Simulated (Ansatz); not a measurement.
Species: C$_{5}$H$_{11}$N, net charge 0, singlet state. 
Geometry from a B3LYP-D3(BJ)/def2-TZVP (Ansatz, a quantum-chemistry and plane-wave program) optimisation:
```
C
H 1 1.1028
N 1 1.4606 2 112.56
H 3 1.0139 1 110.66 2 59.10
H 3 1.0139 4 106.82 1 120.53
C 1 1.5293 2 108.16 3 124.89
H 6 1.0919 1 113.02 2 -49.23
H 6 1.0932 7 107.62 1 118.88
C 1 1.5293 2 108.16 3 -124.89
H 9 1.0919 1 113.02 2 49.23
H 9 1.0932 10 107.62 1 -118.88
C 9 1.5393 10 112.92 11 -122.82
H 12 1.0900 9 111.57 10 89.86
H 12 1.0912 13 106.67 9 120.92
C 6 1.5393 7 112.92 8 122.82
H 15 1.0900 6 111.57 7 -89.86
H 15 1.0912 16 106.67 6 -120.92
```
Charge 0, spin multiplicity 1.

Dipole moments at this geometry, in debye (magnitudes).

```tsv
level	program	dipole (D)
SVWN5/def2-TZVPD	Ansatz	1.22
PBE/def2-TZVPD	Ansatz	1.18
BLYP/def2-TZVPD	Ansatz	1.18
revPBE/def2-TZVPD	Ansatz	1.17
r2SCAN/def2-TZVPD	Ansatz	1.19
B97M-V/def2-TZVPD	Ansatz	1.16
B3LYP/def2-TZVPD	Ansatz	1.21
r2SCANh/def2-TZVPD	Ansatz	1.20
r2SCAN0/def2-TZVPD	Ansatz	1.21
HSE06/def2-TZVPD	Ansatz	1.20
CAM-B3LYP/def2-TZVPD	Ansatz	1.24
LC-wPBE/def2-TZVPD	Ansatz	1.26
CCSD(T)/aug-cc-pVDZ	Ansatz	1.22
```
